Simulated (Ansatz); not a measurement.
Molecule: WCl2, charge 0, multiplicity 5. The spin state was set by rule; other spins were not relaxed. 
Geometry from a B3LYP-D3(BJ)/def2-TZVP (Ansatz, a quantum-chemistry and plane-wave program) optimisation:
SMILES: [Cl][W][Cl]
```xyz
3

W      0.0034     0.0059    -0.2395
Cl     2.1474     0.0167     0.5524
Cl    -2.1621    -0.0422     0.4903
```
Charge 0, spin multiplicity 5.

Dipole moments at this geometry, in debye (magnitudes).

```
level               program  dipole (D)
------------------  -------  ----------
PBE/def2-TZVPD       Ansatz        1.36
revPBE/def2-TZVPD    Ansatz        1.39
B3LYP/def2-TZVPD     Ansatz        1.59
HSE06/def2-TZVPD     Ansatz        1.63
wB97M-V/def2-TZVPD   Ansatz        1.72
CCSD(T)/def2-SVPD    Ansatz        1.74
```
